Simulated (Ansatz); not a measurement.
A nudged elastic band was laid between two geometries of FGe2H5 (8 atoms, charge 0, multiplicity 1).

Level of theory: RKS B3LYP/def2-SVP (Ansatz 0.2.0).

```
movable images  : 9
climbing image  : yes
spring          : 5.0 eV/Å²
optimiser       : quadratic models (default)
start path      : through a guess of the saddle point
force threshold : 0.03 eV/Å
iteration limit : 60
end points      : relaxed
```

Image 0:

```xyz
8
Properties=species:S:1:pos:R:3
Ge 0.423 0.090 0.003
Ge 1.111 -0.021 2.344
H -0.115 -0.268 3.244
H 2.128 -1.162 2.541
H 1.771 1.315 2.749
H 1.605 0.220 -0.984
H -0.643 1.170 -0.283
F -0.343 -1.450 -0.371
```

Image 10:

```xyz
8
Properties=species:S:1:pos:R:3
Ge -0.403 0.246 -0.713
Ge 1.192 0.172 2.249
H 0.045 -0.361 3.116
H 2.064 -0.948 1.676
H 2.035 1.216 3.005
H 0.512 0.954 1.060
H 1.102 -0.043 -1.229
F -0.612 -1.342 0.078
```

Task: What changes between the two ends?

Result: Bonds broken: Ge1–Ge2, Ge1–H6. Bonds formed: Ge2–H6. FGe2H5 becomes FGeH + GeH4.

Task: Give the energies along the band, and the barrier.

Result: The forces met the threshold. The highest image is number 4 of 0 to 10, 1.94 eV above the first end and 0.88 eV above the last; the last end lies 1.06 eV above the first. A vibrational analysis at the climbing image gives one clearly imaginary mode, 537i cm⁻¹: a first-order saddle point. The orbitals stay closed-shell, which can raise the energy where a bond breaks towards radicals; this wasn't checked here.

| image | path coordinate (Å) | energy (eV) | Ge1–Ge2 (Å) | Ge1–H6 (Å) | Ge2–H6 (Å) |
| --- | --- | --- | --- | --- | --- |
| 0 | 0.00 | 0.00 | 2.44 | 1.54 | 3.37 |
| 1 | 0.60 | 0.04 | 2.44 | 1.54 | 3.22 |
| 2 | 1.19 | 0.32 | 2.43 | 1.54 | 2.85 |
| 3 | 1.79 | 1.17 | 2.42 | 1.56 | 2.39 |
| 4 | 2.38 | 1.94 | 2.52 | 1.75 | 1.95 |
| 5 | 2.98 | 1.45 | 2.89 | 1.98 | 1.63 |
| 6 | 3.57 | 1.17 | 3.35 | 2.17 | 1.56 |
| 7 | 4.16 | 1.13 | 3.57 | 2.23 | 1.56 |
| 8 | 4.75 | 1.10 | 3.58 | 2.21 | 1.56 |
| 9 | 5.34 | 1.07 | 3.49 | 2.18 | 1.57 |
| 10 | 5.94 | 1.06 | 3.36 | 2.12 | 1.58 |

Task: What is the geometry of the highest image?

Result: 
```xyz
8
Properties=species:S:1:pos:R:3:forces:R:3
Ge -0.345 0.166 0.235 0.00 0.00 0.00
Ge 1.177 -0.047 2.227 0.00 0.00 0.00
H 0.233 -0.542 3.353 0.00 0.00 0.00
H 2.364 -1.026 2.150 0.00 0.00 0.00
H 1.607 1.408 2.476 0.00 0.00 0.00
H 1.404 0.138 0.295 0.00 0.00 0.00
H 0.033 1.179 -0.890 0.00 0.00 0.00
F -0.536 -1.381 -0.605 0.00 0.00 0.00
```

Task: What are the harmonic wavenumbers there?

Result: 537i, 103, 134, 254, 465, 584, 667, 697, 758, 795, 835, 874, 942, 1469, 2030, 2076, 2132, 2162 cm⁻¹.

Run time: 6.3 min on 2 threads of Arm Neoverse V2 (shared host), peak memory 0.26 GiB.
